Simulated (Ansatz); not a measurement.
Born–Oppenheimer molecular dynamics of a periodic cell of 20 atoms, HCl (contents 10 HCl, density as packed 1.32 g/cm³ with natural masses). It goes on from the last frame of an earlier run, with new velocities.

All numbers below come from DFT PBE-D3(BJ), scalar-relativistic, plane waves, PAW in Ansatz 0.2.0. Settings: cutoff 420 eV, k mesh 1x1x1, fermi-dirac smearing 0.05 eV, no spin polarisation.

```
ensemble        : NVT, Langevin thermostat
time step       : 0.75 fs
steps asked     : 400
set temperature : 300 K
friction        : 0.05 /fs
seed            : 267169
```

Frames 15 fs apart, positions in Å.

Velocities at 30.0 fs (Å/ps):

```
Cl 4.57 2.12 -2.68
H 7.62 17.84 -7.13
Cl 1.84 -5.77 -0.23
H -28.31 10.67 -10.83
Cl 0.24 -2.31 -2.29
H 7.84 30.27 -16.99
Cl -1.83 2.21 2.83
H 7.00 -2.21 -6.47
Cl 2.25 -4.28 0.52
H -5.12 8.56 -8.69
Cl -0.47 2.78 1.32
H -12.59 33.21 41.47
Cl -0.58 -1.23 3.32
H 22.08 -17.46 -13.48
Cl -2.83 -1.94 -0.43
H -4.34 -7.42 11.60
Cl -1.68 0.79 -0.05
H -1.34 -10.17 1.06
Cl -1.20 0.42 -2.15
H -19.59 -20.62 8.97
```

```xyz
20
Lattice="7.7138 0.0000 0.0000 0.0000 7.7138 0.0000 0.0000 0.0000 7.7138" Properties=species:S:1:pos:R:3 time_fs=30.0 energy_less_start_eV=-0.216 T=281
Cl 2.903 7.647 6.349
H 3.241 8.670 7.008
Cl 5.499 7.526 2.977
H 6.499 8.386 2.799
Cl 3.049 1.950 1.389
H 2.558 3.151 1.010
Cl 1.025 6.266 2.376
H 0.350 6.201 3.486
Cl 5.984 5.595 5.934
H 5.886 6.186 4.756
Cl 7.154 2.247 3.800
H 6.672 3.113 2.880
Cl 3.497 3.551 4.643
H 2.369 3.064 4.233
Cl 1.251 4.631 7.491
H 2.187 4.708 6.690
Cl 5.785 4.301 1.235
H 4.827 3.451 1.395
Cl 7.479 0.875 7.608
H 6.968 -0.248 7.242
20
Lattice="7.7138 0.0000 0.0000 0.0000 7.7138 0.0000 0.0000 0.0000 7.7138" Properties=species:S:1:pos:R:3 time_fs=45.0 energy_less_start_eV=-0.291 T=250
Cl 2.976 7.690 6.318
H 3.346 8.745 6.983
Cl 5.528 7.456 2.980
H 6.226 8.568 2.748
Cl 3.047 1.919 1.387
H 2.626 3.123 0.847
Cl 1.033 6.271 2.446
H 0.396 6.372 3.576
Cl 6.025 5.559 5.923
H 5.631 6.210 4.814
Cl 7.194 2.287 3.796
H 6.536 3.298 3.298
Cl 3.486 3.554 4.684
H 2.497 2.924 4.085
Cl 1.273 4.598 7.496
H 2.173 4.429 6.606
Cl 5.758 4.275 1.241
H 4.931 3.308 1.379
Cl 7.457 0.876 7.589
H 7.003 -0.345 7.342
20
Lattice="7.7138 0.0000 0.0000 0.0000 7.7138 0.0000 0.0000 0.0000 7.7138" Properties=species:S:1:pos:R:3 time_fs=60.0 energy_less_start_eV=-0.421 T=367
Cl 3.026 7.719 6.273
H 3.215 8.639 7.256
Cl 5.531 7.384 2.967
H 6.128 8.640 3.118
Cl 3.034 1.904 1.418
H 2.452 2.890 0.787
Cl 1.062 6.295 2.469
H 0.568 6.496 3.654
Cl 6.053 5.549 5.871
H 5.274 6.333 5.128
Cl 7.228 2.366 3.803
H 6.642 3.418 3.394
Cl 3.487 3.587 4.700
H 2.615 3.005 3.860
Cl 1.350 4.526 7.506
H 1.991 4.239 6.370
Cl 5.696 4.240 1.267
H 5.109 3.007 1.331
Cl 7.493 0.893 7.580
H 7.141 -0.310 7.235
20
Lattice="7.7138 0.0000 0.0000 0.0000 7.7138 0.0000 0.0000 0.0000 7.7138" Properties=species:S:1:pos:R:3 time_fs=75.0 energy_less_start_eV=-0.498 T=265
Cl 3.031 7.735 6.247
H 2.821 8.454 7.317
Cl 5.479 7.387 2.951
H 6.072 8.505 3.452
Cl 3.004 1.854 1.419
H 2.124 2.556 0.909
Cl 1.065 6.281 2.458
H 0.668 6.201 3.683
Cl 6.103 5.581 5.850
H 5.247 6.467 5.445
Cl 7.272 2.456 3.795
H 6.760 3.455 3.086
Cl 3.467 3.630 4.679
H 3.048 2.921 3.655
Cl 1.423 4.516 7.501
H 1.789 4.307 6.267
Cl 5.676 4.203 1.275
H 5.242 2.989 1.333
Cl 7.520 0.913 7.601
H 6.968 -0.202 7.197
20
Lattice="7.7138 0.0000 0.0000 0.0000 7.7138 0.0000 0.0000 0.0000 7.7138" Properties=species:S:1:pos:R:3 time_fs=90.0 energy_less_start_eV=-0.549 T=232
Cl 3.074 7.688 6.262
H 2.770 8.100 7.388
Cl 5.446 7.388 2.940
H 6.030 8.503 3.281
Cl 2.982 1.813 1.395
H 2.241 2.675 0.820
Cl 1.112 6.279 2.473
H 0.835 6.131 3.683
Cl 6.159 5.559 5.859
H 5.099 6.277 5.550
Cl 7.297 2.487 3.821
H 6.638 3.217 2.899
Cl 3.409 3.628 4.677
H 3.148 2.881 3.710
Cl 1.468 4.524 7.507
H 1.848 4.295 6.251
Cl 5.676 4.151 1.274
H 5.100 3.031 1.001
Cl 7.539 0.953 7.650
H 6.863 -0.096 7.196
20
Lattice="7.7138 0.0000 0.0000 0.0000 7.7138 0.0000 0.0000 0.0000 7.7138" Properties=species:S:1:pos:R:3 time_fs=105.0 energy_less_start_eV=-0.671 T=298
Cl 3.067 7.636 6.220
H 2.800 8.175 7.329
Cl 5.460 7.339 2.991
H 6.101 8.422 3.148
Cl 2.946 1.796 1.407
H 2.252 2.810 0.833
Cl 1.127 6.254 2.477
H 0.780 6.262 3.692
Cl 6.198 5.526 5.861
H 5.073 6.189 5.771
Cl 7.374 2.509 3.889
H 6.855 3.293 2.930
Cl 3.441 3.624 4.714
H 2.738 2.827 3.979
Cl 1.512 4.579 7.540
H 1.971 4.323 6.392
Cl 5.686 4.112 1.288
H 5.154 3.036 0.860
Cl 7.521 0.940 7.621
H 7.026 -0.185 7.304
20
Lattice="7.7138 0.0000 0.0000 0.0000 7.7138 0.0000 0.0000 0.0000 7.7138" Properties=species:S:1:pos:R:3 time_fs=120.0 energy_less_start_eV=-0.625 T=233
Cl 3.043 7.636 6.155
H 2.778 8.127 7.362
Cl 5.447 7.345 3.028
H 6.243 8.340 3.085
Cl 2.926 1.827 1.416
H 2.277 2.925 0.745
Cl 1.145 6.213 2.481
H 0.619 6.380 3.642
Cl 6.245 5.548 5.909
H 5.150 6.209 5.951
Cl 7.417 2.504 3.892
H 6.978 3.278 3.004
Cl 3.468 3.660 4.748
H 2.588 2.888 4.065
Cl 1.546 4.652 7.570
H 2.230 4.196 6.545
Cl 5.699 4.084 1.315
H 5.047 2.972 1.052
Cl 7.505 0.917 7.588
H 7.093 -0.238 7.137
20
Lattice="7.7138 0.0000 0.0000 0.0000 7.7138 0.0000 0.0000 0.0000 7.7138" Properties=species:S:1:pos:R:3 time_fs=135.0 energy_less_start_eV=-0.542 T=252
Cl 3.002 7.669 6.105
H 2.994 8.129 7.397
Cl 5.451 7.386 3.039
H 6.337 8.306 3.096
Cl 2.891 1.851 1.430
H 2.303 3.016 0.826
Cl 1.183 6.238 2.481
H 0.618 6.564 3.565
Cl 6.315 5.590 5.917
H 5.348 6.409 6.175
Cl 7.469 2.533 3.861
H 6.841 3.279 2.997
Cl 3.481 3.709 4.769
H 2.666 3.030 4.031
Cl 1.545 4.697 7.591
H 2.292 4.206 6.647
Cl 5.693 4.056 1.333
H 5.086 2.851 1.399
Cl 7.480 0.908 7.609
H 7.187 -0.225 6.933
20
Lattice="7.7138 0.0000 0.0000 0.0000 7.7138 0.0000 0.0000 0.0000 7.7138" Properties=species:S:1:pos:R:3 time_fs=150.0 energy_less_start_eV=-0.508 T=225
Cl 2.960 7.695 6.078
H 3.045 8.174 7.306
Cl 5.507 7.470 3.051
H 6.596 8.123 2.936
Cl 2.838 1.868 1.490
H 2.082 2.900 1.005
Cl 1.241 6.250 2.442
H 0.552 6.401 3.558
Cl 6.368 5.639 5.912
H 5.444 6.450 6.377
Cl 7.452 2.539 3.866
H 6.712 3.207 2.986
Cl 3.505 3.792 4.763
H 2.543 3.030 4.258
Cl 1.551 4.685 7.636
H 2.164 4.298 6.544
Cl 5.712 4.051 1.309
H 5.216 2.807 1.441
Cl 7.418 0.909 7.624
H 7.022 -0.196 7.052
20
Lattice="7.7138 0.0000 0.0000 0.0000 7.7138 0.0000 0.0000 0.0000 7.7138" Properties=species:S:1:pos:R:3 time_fs=165.0 energy_less_start_eV=-0.522 T=388
Cl 2.932 7.692 6.017
H 3.181 8.229 7.164
Cl 5.489 7.517 3.072
H 6.641 8.140 3.169
Cl 2.807 1.917 1.562
H 2.024 2.786 1.035
Cl 1.247 6.299 2.478
H 0.504 6.288 3.568
Cl 6.368 5.672 5.898
H 5.319 6.279 6.254
Cl 7.409 2.532 3.803
H 6.675 3.214 2.849
Cl 3.527 3.841 4.798
H 2.715 3.060 4.176
Cl 1.610 4.667 7.614
H 2.103 4.155 6.469
Cl 5.721 4.043 1.291
H 5.022 2.887 1.115
Cl 7.407 0.942 7.634
H 7.115 -0.128 7.014
20
Lattice="7.7138 0.0000 0.0000 0.0000 7.7138 0.0000 0.0000 0.0000 7.7138" Properties=species:S:1:pos:R:3 time_fs=180.0 energy_less_start_eV=-0.470 T=339
Cl 2.872 7.756 5.979
H 3.366 8.167 7.075
Cl 5.449 7.507 3.066
H 6.492 8.398 3.307
Cl 2.819 1.972 1.600
H 2.060 2.666 0.824
Cl 1.245 6.363 2.579
H 0.278 6.418 3.387
Cl 6.338 5.714 5.840
H 5.194 6.177 5.799
Cl 7.421 2.484 3.739
H 6.861 3.270 2.769
Cl 3.577 3.869 4.839
H 2.937 3.105 3.958
Cl 1.665 4.653 7.579
H 2.149 4.025 6.583
Cl 5.722 4.087 1.250
H 4.842 3.199 1.007
Cl 7.438 0.955 7.699
H 7.242 -0.112 6.939
```

Of the whole run (300 fs, mean temperature of the second half 307 K): A run of 0.3 ps of so small a system gives no equilibrium averages. Limits of this set-up: coarse k mesh.

Time of the run: 13 min on 1 thread of Arm Neoverse V1, with other jobs on the host, peak memory 0.48 GiB.
